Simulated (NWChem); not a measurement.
Species: BeHSeF; SMILES [F][Be][SeH]

```xyz
4

Be    -0.0092     1.2346     0.0000
F     -0.0186     2.6097     0.0000
Se    -0.0365    -0.8110     0.0000
H      1.4463    -0.8504     0.0000
```
Atoms are numbered in this order, from 1.

All runs: NWChem. Pople sets run with spherical d functions. Coordinates come from a B3LYP/6-31G* (spherical d) optimisation.

For level KT2/6-31G*:

```
Quantity                     Result
---------------------------  ------
highest occupied level (eV)   -6.19
orbital gap (eV)               5.12
```

### Question
Estimate the same quantities for level LC-wPBE (HJS exchange hole, range parameter 0.4 per bohr)/6-31G*.

### Answer
The highest occupied level (eV) comes out as -9.96 and the orbital gap (eV) comes out as 12.13.
